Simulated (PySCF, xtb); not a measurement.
InFCl₂, SMILES [F][In]([Cl])[Cl].

Harmonic wavenumbers (cm⁻¹) from xtb 6.7.1 with GFN2-xTB at its own minimum, in rising order: 66, 84, 94, 272, 333, 347.

**Question.** What does PBE-D3(BJ)/def2-SVP (PySCF) give at its own minimum? (An estimate is asked for; the answer gives what the named calculation found.)

**Answer.** 83, 107, 115, 344, 390, 600. Paired by order, the mean absolute difference is 74 cm⁻¹ and the zero-point energies are 1.7 and 2.3 kcal/mol.
